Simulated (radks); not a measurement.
All-electron atom: the iodine ion I+ in [Kr] 4d10 5s2 5p4. All-electron calculation, Dirac Kohn-Sham, PBE, spin-unpolarised, spherical densities, point nucleus; open shells fill j = l - 1/2 first. Program: a radial shooting solver on a logarithmic mesh with Libxc functionals.

Radial electron density D(r) = 4 pi r^2 rho(r):

r (bohr),D(r) (e/bohr)
0.001291,3.060
0.001749,5.106
0.00239,8.480
0.003265,13.74
0.004425,21.28
0.006045,31.87
0.008258,44.87
0.01128,58.16
0.01529,67.57
0.02089,69.56
0.02854,64.27
0.03867,60.75
0.05284,69.70
0.07218,85.83
0.09783,85.76
0.1336,67.77
0.1826,65.67
0.2494,74.57
0.338,52.61
0.4618,25.78
0.6309,27.41
0.8551,24.12
1.168,11.26
1.596,5.397
2.163,3.444
2.955,1.409
4.037,0.2787
5.515,0.02278
7.474,0.0006234

D(r) has 4 maxima, at r = 0.0191, 0.0840, 0.244, 0.694 bohr, and minima at 0.0375, 0.159, 0.508 bohr, inside which lie 2.03, 11.19, 28.93 electrons.
